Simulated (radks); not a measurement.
The samarium ion Sm49+, configuration [Ne] 3s2 3p1. Calculated with a radial shooting solver on a logarithmic mesh with Libxc functionals: non-relativistic Kohn-Sham, TPSS, spin-polarised, spherical densities, point nucleus; open shells are filled with parallel spins first (spin-orbit coupling, left out, can overturn this in heavy ions); meta-GGA in the generalised Kohn-Sham scheme; relativity is left out, which matters for an element this heavy.

Radial electron density D(r) = 4 pi r^2 rho(r):

r (bohr),D(r) (e/bohr),spin D(r)
0.001936,6.306,0.000218
0.002165,7.668,0.000300
0.002403,9.167,0.000409
0.002688,11.07,0.000578
0.002982,13.14,0.000804
0.003336,15.74,0.00116
0.003731,18.75,0.00168
0.00414,21.94,0.00239
0.00463,25.83,0.00352
0.005179,30.19,0.00518
0.005747,34.65,0.00744
0.006428,39.85,0.0110
0.007132,44.98,0.0158
0.007978,50.71,0.0232
0.008923,56.49,0.0339
0.009901,61.69,0.0481
0.01107,66.89,0.0697
0.01229,71.09,0.0976
0.01374,74.67,0.139
0.01537,77.00,0.196
0.01706,77.89,0.266
0.01908,77.44,0.366
0.02134,75.65,0.494
0.02368,73.10,0.643
0.02649,69.91,0.837
0.02939,67.20,1.05
0.03287,65.31,1.29
0.03677,65.24,1.55
0.0408,67.24,1.77
0.04563,71.62,1.96
0.05104,77.76,2.05
0.05664,83.95,2.00
0.06335,89.56,1.79
0.07029,92.19,1.44
0.07862,90.82,0.952
0.08794,84.43,0.442
0.09758,74.39,0.0878
0.1091,60.74,0.00562
0.1211,47.51,0.337
0.1355,35.07,1.18
0.1515,26.27,2.43
0.1681,21.72,3.72
0.188,19.75,4.89
0.2103,18.99,5.49
0.2334,17.80,5.36
0.261,15.18,4.57
0.2896,11.68,3.46
0.324,7.638,2.22
0.3624,4.244,1.21
0.4021,2.100,0.592
0.4497,0.8182,0.229
0.503,0.2580,0.0719
0.5582,0.07171,0.0200
0.6243,0.01411,0.00395
0.6927,0.002423,0.000683
0.7748,0.0002688,0.0000768

D(r) has 2 maxima, at r = 0.0175, 0.0720 bohr, and minima at 0.0350 bohr, inside which lie 2.08 electrons.
